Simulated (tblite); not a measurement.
C5H11FO3Si.
Atom-mapped SMILES: `[CH3:1][C@@H:2]([CH2:3][F:4])[C@@H:5]([O:6][SiH3:7])[C:8](=[O:9])[OH:10]` (hydrogens: H11, H12, H13 on C1; H14 on C2; H15, H16 on C3; H17 on C5; H18, H19, H20 on Si7; H21 on O10)

Computed with GFN2-xTB (tblite), gas phase: L-BFGS steps from a force-field or distance-geometry start until the largest atomic force falls under 0.01 eV/Å.

At the end of the run (lengths in Å): C5–O6 1.378, O6–Si7 1.634, C1–H13 1.087, Si7–H18 1.460, C8=O9 1.202, C8–O10 1.331, C5–C8 1.514, C5–O6–Si7 132.5°, C5–C8–O9 123.7°, O9–C8–O10 122.8°, C2–C5–O6 110.2°, C1–C2–C3–F4 -67°, C1–C2–C5–O6 158°, C2–C5–O6–Si7 114°, H17–C5–O6–Si7 -128°, H18–Si7–O6–C5 -178°.

Problem. These geometries were met on the way; a selection of coordinates is given. Order them by energy above the end point, lowest first.
A. C5–O6 1.390, O6–Si7 1.628, C1–H13 1.087, Si7–H18 1.448, C8=O9 1.198, C8–O10 1.337, C5–C8 1.526, C5–O6–Si7 126.8°, C5–C8–O9 124.4°, O9–C8–O10 123.1°, C2–C5–O6 109.6°, C1–C2–C3–F4 -63°, C1–C2–C5–O6 172°, C2–C5–O6–Si7 -159°, H17–C5–O6–Si7 -40°, H18–Si7–O6–C5 -171°
B. C5–O6 1.421, O6–Si7 1.672, C1–H13 1.112, Si7–H18 1.482, C8=O9 1.223, C8–O10 1.352, C5–C8 1.533, C5–O6–Si7 119.5°, C5–C8–O9 127.2°, O9–C8–O10 119.7°, C2–C5–O6 107.5°, C1–C2–C3–F4 -59°, C1–C2–C5–O6 172°, C2–C5–O6–Si7 -159°, H17–C5–O6–Si7 -43°, H18–Si7–O6–C5 -167°
C. C5–O6 1.379, O6–Si7 1.639, C1–H13 1.088, Si7–H18 1.452, C8=O9 1.202, C8–O10 1.333, C5–C8 1.514, C5–O6–Si7 131.2°, C5–C8–O9 123.5°, O9–C8–O10 122.5°, C2–C5–O6 109.9°, C1–C2–C3–F4 -80°, C1–C2–C5–O6 156°, C2–C5–O6–Si7 140°, H17–C5–O6–Si7 -101°, H18–Si7–O6–C5 163°
D. C5–O6 1.397, O6–Si7 1.630, C1–H13 1.089, Si7–H18 1.441, C8=O9 1.203, C8–O10 1.338, C5–C8 1.522, C5–O6–Si7 123.5°, C5–C8–O9 126.1°, O9–C8–O10 120.6°, C2–C5–O6 110.6°, C1–C2–C3–F4 -59°, C1–C2–C5–O6 172°, C2–C5–O6–Si7 -158°, H17–C5–O6–Si7 -40°, H18–Si7–O6–C5 -169°
E. C5–O6 1.383, O6–Si7 1.633, C1–H13 1.088, Si7–H18 1.465, C8=O9 1.201, C8–O10 1.336, C5–C8 1.518, C5–O6–Si7 131.7°, C5–C8–O9 125.0°, O9–C8–O10 122.6°, C2–C5–O6 108.9°, C1–C2–C3–F4 -71°, C1–C2–C5–O6 159°, C2–C5–O6–Si7 159°, H17–C5–O6–Si7 -83°, H18–Si7–O6–C5 164°

Solution. C (0.051 eV), E (0.086 eV), A (0.143 eV), D (0.232 eV), B (0.377 eV).

```json
{"step": "154", "E above end (eV)": "0.051", "rms distance from the end, all atoms (Å)": "0.240", "largest force (eV/Å)": "0.161", "rms shift of all bonds from the end (Å)": "0.003"}
{"step": "143", "E above end (eV)": "0.086", "rms distance from the end, all atoms (Å)": "0.378", "largest force (eV/Å)": "0.232", "rms shift of all bonds from the end (Å)": "0.005"}
{"step": "25", "E above end (eV)": "0.143", "rms distance from the end, all atoms (Å)": "0.889", "largest force (eV/Å)": "0.100", "rms shift of all bonds from the end (Å)": "0.006"}
{"step": "4", "E above end (eV)": "0.232", "rms distance from the end, all atoms (Å)": "0.913", "largest force (eV/Å)": "0.492", "rms shift of all bonds from the end (Å)": "0.007"}
{"step": "0", "E above end (eV)": "0.377", "rms distance from the end, all atoms (Å)": "0.919", "largest force (eV/Å)": "1.880", "rms shift of all bonds from the end (Å)": "0.018"}
```

Rows stand in the order of the answer.
